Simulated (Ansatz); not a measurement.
`C[BH][InH2]` + H₂Te → `CB[TeH]` + `[InH3]` at 400 K and 1 bar (cleavage of the B–In bond).

Gas-phase electronic energies from Ansatz, PBE0-D4/def2-TZVP geometries. CCSD(T)/CBS is the MP2 limit (def2-TZVPP, def2-QZVPP) plus CCSD(T) − MP2 in def2-TZVPP, frozen cores. def2 core potentials past Kr. For In, Te outer-core shells are correlated without core-valence functions, which leaves a few kJ/mol of doubt a bond.

```csv
species,CCSD(T)/CBS energy (Eh),H − E (kJ/mol),S (J/(mol·K))
`C[BH][InH2]`,-256.21482,185.2,360.2
H₂Te,-268.91024,45.0,239.1
`CB[TeH]`,-333.59211,171.5,335.1
`[InH3]`,-191.56739,59.8,243.4
```

H − E and S are ideal-gas, rigid-rotor, harmonic terms from PBE0-D4/def2-TZVP, for one conformer and one mirror image of each species. 1 Eh = 2625.50 kJ/mol, R = 8.31446 J/(mol·K).

Task: By hand: ΔE, ΔH, ΔS and ΔG.

Result: ΔE = (-333.59211) + (-191.56739) − (-256.21482) − (-268.91024) = -0.03444 Eh = -90.4 kJ/mol. Δ(H − E) = 171.5 + 59.8 − 185.2 − 45.0 = 1.1, so ΔH = -89.3 kJ/mol. ΔS = 335.1 + 243.4 − 360.2 − 239.1 = -20.8 J/(mol·K). ΔG = -89.3 − 400 × (-20.8)/1000 = -81.0 kJ/mol.

Task: By hand: the equilibrium constant, and the temperature at which ΔG would vanish if ΔH and ΔS stayed fixed.

Result: log₁₀ K = −ΔG/(RT ln 10) = 10.6. ΔG = 0 at ΔH/ΔS = 4293 K, far beyond where these terms or the molecules hold.

ΔH outweighs TΔS. A doubt of 5 kJ/mol in ΔE shifts log₁₀ K by 0.7 here. Other conformers and mirror images would add mixing entropy, several J/(mol·K) or more a flexible species. These are equilibria of isolated gas molecules and say nothing of rates. Largest T1 diagnostic: 0.014 (customary marks: 0.02 for closed shells, 0.045 for open ones).
